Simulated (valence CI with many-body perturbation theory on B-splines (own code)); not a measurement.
Values are calculated unless marked as measured or tabulated.
# Hyperfine factors and g values of Cs XLIII

Method: relativistic CI+MBPT: three valence electrons over a frozen Dirac-Fock core [Ne], radial functions for each j: 11 s, 11 p, 9 d, 7 f, 5 g, 2 h, 1 i, with the one-electron correlation potential Σ1 (screened to all orders), the two-electron term Σ2, the three-electron term Σ3, Breit, model QED; selected single and double excitations, second order for the rest (own B-spline code, finite nucleus).

The last digits are not significant, and no measured levels were compared; by estimate large intervals hold to a few tenths of a per cent, small ones and those within an open d or f shell to about a per cent.

A/g_I is the dipole constant over the nuclear g factor μ/I (μ in nuclear magnetons, uniformly magnetised nucleus), B/Q the quadrupole constant per barn. Both hold the static response of the core; the bare values leave it out. Large factors of s and p1/2 electrons are usually good to 5 to 10 %; those of open d and f shells near neutrality can be off by tens of per cent, and small factors of p3/2, d and f electrons come from cancelling terms and can be off by a factor of two or in sign, in half-filled shells by more. B is blank for J = 1/2, where it vanishes, and for nearly pure S terms. Energies count from the lowest level.

Levels are named by their leading jj configuration (3d3/2^4 stands for four electrons in 3d with j = 3/2), which in mixed levels can hold well under half, so a name can repeat and another be missing. Letters in brackets count levels of one name in rising energy.

| Level | E (eV) | g | A/g_I (MHz) | A/g_I bare | B/Q (MHz/b) | B/Q bare |
| --- | --- | --- | --- | --- | --- | --- |
| (3s^2 3p1/2) J=1/2 | 0.00 | 0.657 | 508000 | 496000 |  |  |
| (3s^2 3p3/2) J=3/2 | 89.97 | 1.327 | 78800 | 78500 | 148000 | 145000 |
| (3s 3p1/2^2) J=1/2 | 104.40 | 2.288 | 1500000 | 1460000 |  |  |
| (3s 3p1/2 3p3/2) J=3/2 [a] | 176.27 | 1.667 | 392000 | 384000 | 120000 | 117000 |
| (3s 3p1/2 3p3/2) J=5/2 | 187.78 | 1.374 | 453000 | 443000 | 81600 | 80300 |
| (3s 3p1/2 3p3/2) J=3/2 [b] | 203.53 | 0.933 | 19500 | 20800 | 107000 | 105000 |
| (3s 3p1/2 3p3/2) J=1/2 | 211.66 | 1.187 | -433000 | -419000 |  |  |
| (3s^2 3d3/2) J=3/2 | 248.86 | 0.843 | 22400 | 24000 | 20400 | 21300 |
| (3s^2 3d5/2) J=5/2 | 257.60 | 1.296 | 140000 | 138000 | 6530 | 7570 |
| (3s 3p3/2^2) J=5/2 | 283.75 | 1.310 | 278000 | 272000 | 93000 | 91900 |
| (3s 3p3/2^2) J=1/2 | 302.13 | 1.840 | 1590000 | 1540000 |  |  |
| (3s 3p3/2^2) J=3/2 | 307.10 | 1.198 | -212000 | -203000 | -43800 | -43000 |
| (3p1/2^2 3p3/2) J=3/2 | 309.66 | 1.237 | 54800 | 56500 | 122000 | 120000 |
| (3s 3p1/2 3d3/2) J=3/2 [a] | 323.63 | 0.536 | -124000 | -120000 | 40500 | 40800 |
| (3s 3p1/2 3d3/2) J=5/2 | 331.54 | 1.050 | 400000 | 391000 | -4100 | -2770 |
| (3s 3p1/2 3d3/2) J=1/2 | 349.38 | 0.349 | -607000 | -589000 |  |  |
| (3s 3p1/2 3d3/2) J=3/2 [b] | 350.73 | 1.326 | 314000 | 309000 | 22900 | 22700 |
| (3s 3p1/2 3d5/2) J=5/2 [a] | 353.37 | 1.336 | 140000 | 139000 | 18500 | 19700 |
| (3s 3p1/2 3d5/2) J=7/2 | 359.89 | 1.255 | 298000 | 292000 | -5860 | -3990 |
| (3s 3p1/2 3d5/2) J=5/2 [b] | 367.42 | 1.109 | 61700 | 62100 | 26800 | 27500 |
| (3s 3p1/2 3d5/2) J=3/2 | 368.90 | 1.229 | -200000 | -191000 | -16000 | -14800 |
| (3p1/2 3p3/2^2) J=5/2 | 398.85 | 1.102 | 167000 | 165000 | 56800 | 56200 |
| (3p1/2 3p3/2^2) J=3/2 | 404.48 | 1.260 | -28400 | -24600 | 43200 | 42800 |
| (3p1/2 3p3/2^2) J=1/2 | 409.34 | 0.665 | 495000 | 481000 |  |  |
| (3s 3p3/2 3d3/2) J=3/2 [a] | 424.27 | 1.357 | 262000 | 257000 | -11800 | -12400 |
| (3s 3p3/2 3d3/2) J=5/2 [a] | 424.70 | 1.279 | 216000 | 213000 | 30900 | 30000 |
| (3s 3p3/2 3d3/2) J=1/2 [a] | 425.10 | 2.329 | 773000 | 756000 |  |  |
| (3s 3p3/2 3d3/2) J=7/2 | 426.94 | 1.307 | 258000 | 254000 | 96800 | 95700 |
| (3s 3p3/2 3d5/2) J=9/2 | 430.16 | 1.327 | 213000 | 209000 | 182000 | 180000 |
| (3s 3p3/2 3d5/2) J=3/2 [a] | 442.07 | 1.057 | -58700 | -54900 | -76600 | -75000 |
| (3s 3p3/2 3d5/2) J=5/2 [a] | 446.81 | 1.334 | 316000 | 309000 | -73200 | -71600 |
| (3p1/2^2 3d3/2) J=3/2 | 454.14 | 0.754 | 44700 | 44400 | 21700 | 22700 |
| (3s 3p3/2 3d3/2) J=3/2 [b] | 454.81 | 1.152 | -24400 | -20900 | -78700 | -77300 |
| (3s 3p3/2 3d5/2) J=7/2 [a] | 456.24 | 1.173 | 92600 | 92100 | 154000 | 153000 |
| (3s 3p3/2 3d3/2) J=5/2 [b] | 458.67 | 0.932 | -64300 | -60400 | 110000 | 109000 |
| (3s 3p3/2 3d3/2) J=1/2 [b] | 460.63 | 0.612 | 63400 | 63200 |  |  |
| (3s 3p3/2 3d5/2) J=7/2 [b] | 467.77 | 1.191 | 65000 | 65300 | 109000 | 108000 |
| (3s 3p3/2 3d5/2) J=1/2 | 475.65 | 0.676 | -273000 | -265000 |  |  |
| (3s 3p3/2 3d5/2) J=3/2 [b] | 481.62 | 1.303 | 364000 | 356000 | 45700 | 45800 |
| (3p1/2^2 3d5/2) J=5/2 | 481.76 | 1.192 | 13400 | 15800 | 18000 | 19400 |

Question: Take the isotope of mass number 133, with I = 7/2, μ = 2.5778 μN and Q = -0.0034 b. What is the hyperfine structure of (3s^2 3p1/2) J=1/2?

Answer: From the table A = 374000 MHz. Shifts from the centre of gravity in MHz: F = 3: -842000, F = 4: 654000.
